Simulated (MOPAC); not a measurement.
Job for MOPAC: PM3 on FH5SeSi (a complex), monomers drawn apart or pushed together.

```
PM3 1SCF PRECISE CHARGE=0 THREADS=1
FH5SeSi

Si     0.61402893 1    -1.35464198 1     0.86010965 1
Se    -0.47343933 1     0.68384332 1     0.98736016 1
H      0.05015240 1    -2.15991716 1    -0.24270941 1
H      2.01749974 1    -0.99593806 1     0.57953026 1
H      0.48859011 1    -2.07772637 1     2.13964288 1
H     -1.75219666 1     0.08040352 1     1.39748303 1
F      0.77965679 1     0.67438610 1     3.76918224 1
H      0.32867098 1     0.78391697 1     2.95194242 1
```

Output:

```
*******************************************************************************
 **                                                                           **
 **                              MOPAC v23.2.5                                **
 **                                                                           **
 *******************************************************************************
 ** MOPAC's Digital Object Identifier: https://doi.org/10.5281/zenodo.6511958 **
 **                                                                           **
 ** Please cite the open-source release paper for use of this MOPAC version:  **
 ** J. E. Moussa and J. J. P. Stewart (2026)                                  **
 ** MOPAC: An open-source semiempirical molecular orbital program             **
 ** J. Open Source Softw., 11(119), 8025, https://doi.org/10.21105/joss.08025 **
 *******************************************************************************

                              PM3 CALCULATION RESULTS

 *******************************************************************************
 *  PM3        - The PM3 Hamiltonian to be used
 *
 *
 *
 *                 CHARGE ON SYSTEM = 0
 *
 *
 *
 *  PRECISE    - TIGHTER CRITERIA TO BE USED
 *  1SCF       - DO 1 SCF AND THEN STOP
 *  THREADS=1  - MULTI-THREADING NOT USED
 *  T=         - A TIME OF 172800.0 SECONDS REQUESTED
 *  DUMP=N     - RESTART FILE WRITTEN EVERY 7200.0 SECONDS REQUESTED
 *******************************************************************************
PM3 1SCF PRECISE CHARGE=0 THREADS=1
 FH5SeSi

   ATOM   CHEMICAL          X               Y               Z
  NUMBER   SYMBOL      (ANGSTROMS)     (ANGSTROMS)     (ANGSTROMS)

     1      Si          0.61402893  *  -1.35464198  *   0.86010965  *
     2      Se         -0.47343933  *   0.68384332  *   0.98736016  *
     3       H          0.05015240  *  -2.15991716  *  -0.24270941  *
     4       H          2.01749974  *  -0.99593806  *   0.57953026  *
     5       H          0.48859011  *  -2.07772637  *   2.13964288  *
     6       H         -1.75219666  *   0.08040352  *   1.39748303  *
     7       F          0.77965679  *   0.67438610  *   3.76918224  *
     8       H          0.32867098  *   0.78391697  *   2.95194242  *



          CARTESIAN COORDINATES

    NO.       ATOM           X           Y           Z

     1        Si          0.6140     -1.3546      0.8601
     2        Se         -0.4734      0.6838      0.9874
     3         H          0.0502     -2.1599     -0.2427
     4         H          2.0175     -0.9959      0.5795
     5         H          0.4886     -2.0777      2.1396
     6         H         -1.7522      0.0804      1.3975
     7         F          0.7797      0.6744      3.7692
     8         H          0.3287      0.7839      2.9519

  H: (PM3): J. J. P. STEWART, J. COMP. CHEM. 10, 209 (1989).
  F: (PM3): J. J. P. STEWART, J. COMP. CHEM. 10, 209 (1989).
 Si: (PM3): J. J. P. STEWART, J. COMP. CHEM. 10, 209 (1989).
 Se: (PM3): J. J. P. STEWART, J. COMP. CHEM. 12, 320-341 (1991).

           Empirical Formula: H5 Si Se F  =     8 atoms



      MOLECULAR POINT GROUP   :   C1


      RHF CALCULATION, NO. OF DOUBLY OCCUPIED LEVELS = 11


 -------------------------------------------------------------------------------
 PM3 1SCF PRECISE CHARGE=0 THREADS=1
 FH5SeSi



     1SCF WAS SPECIFIED, SO BFGS WAS NOT USED
     SCF FIELD WAS ACHIEVED


                              PM3 CALCULATION
                                                       MOPAC v23.2.5 Linux




          FINAL HEAT OF FORMATION =        -48.99000 KCAL/MOL =    -204.97417 KJ/MOL


          COSMO AREA              =        126.77 SQUARE ANGSTROMS
          COSMO VOLUME            =        116.58 CUBIC ANGSTROMS

          IONIZATION POTENTIAL    =          9.638993 EV
          HOMO LUMO ENERGIES (EV) =         -9.639 -2.676
          NO. OF FILLED LEVELS    =         11
          MOLECULAR WEIGHT        =        131.0834         POINT GROUP:  C1

          MOLECULAR DIMENSIONS (Angstroms)

            Atom       Atom       Distance
            F     7    H     3     4.96596
            H     6    H     4     3.93927
           Se     2    H     5     2.79647


          SCF CALCULATIONS        =          1





   ATOM   CHEMICAL          X               Y               Z
  NUMBER   SYMBOL      (ANGSTROMS)     (ANGSTROMS)     (ANGSTROMS)

     1      Si          0.61402893  *  -1.35464198  *   0.86010965  *
     2      Se         -0.47343933  *   0.68384332  *   0.98736016  *
     3       H          0.05015240  *  -2.15991716  *  -0.24270941  *
     4       H          2.01749974  *  -0.99593806  *   0.57953026  *
     5       H          0.48859011  *  -2.07772637  *   2.13964288  *
     6       H         -1.75219666  *   0.08040352  *   1.39748303  *
     7       F          0.77965679  *   0.67438610  *   3.76918224  *
     8       H          0.32867098  *   0.78391697  *   2.95194242  *

                             CARTESIAN COORDINATES

   1   Si        0.614028930    -1.354641980     0.860109650
   2   Se       -0.473439330     0.683843320     0.987360160
   3    H        0.050152400    -2.159917160    -0.242709410
   4    H        2.017499740    -0.995938060     0.579530260
   5    H        0.488590110    -2.077726370     2.139642880
   6    H       -1.752196660     0.080403520     1.397483030
   7    F        0.779656790     0.674386100     3.769182240
   8    H        0.328670980     0.783916970     2.951942420


           Empirical Formula: H5 Si Se F  =     8 atoms



      MOLECULAR POINT GROUP   :   C1


                  EIGENVALUES
 -23.28749 -19.50649 -16.77250 -16.40976 -15.35846 -15.34885 -13.90944 -12.86004
 -12.03461 -11.03238  -9.63899  -2.67637  -0.41256   0.42388   1.49052   1.53332
   4.53089


              NET ATOMIC CHARGES AND DIPOLE CONTRIBUTIONS

  ATOM NO.   TYPE          CHARGE      No. of ELECS.   s-Pop       p-Pop
    1         Si           0.485610        3.5144     0.93283     2.58156
    2         Se          -0.121219        6.1212     1.88751     4.23371
    3          H          -0.109064        1.1091     1.10906
    4          H          -0.095185        1.0952     1.09518
    5          H          -0.100738        1.1007     1.10074
    6          H          -0.027362        1.0274     1.02736
    7          F          -0.224860        7.2249     1.65920     5.56566
    8          H           0.192818        0.8072     0.80718
 DIPOLE           X         Y         Z       TOTAL
 POINT-CHG.     0.215    -0.979    -1.262     1.612
 HYBRID        -0.935    -0.946    -0.294     1.362
 SUM           -0.719    -1.925    -1.556     2.577


          ATOMIC ORBITAL ELECTRON POPULATIONS

     Atom    s        px        py        pz
    1 Si   0.93283   0.87349   0.81767   0.89041
    2 Se   1.88751   1.13173   1.21323   1.88876
    3  H   1.10906
    4  H   1.09518
    5  H   1.10074
    6  H   1.02736
    7  F   1.65920   1.89989   1.99336   1.67241
    8  H   0.80718

 **********************
 *                    *
 * JOB ENDED NORMALLY *
 *                    *
 **********************




 == MOPAC DONE ==
```

The run finished.

Cost: about 0.020 core-seconds (a rough figure).
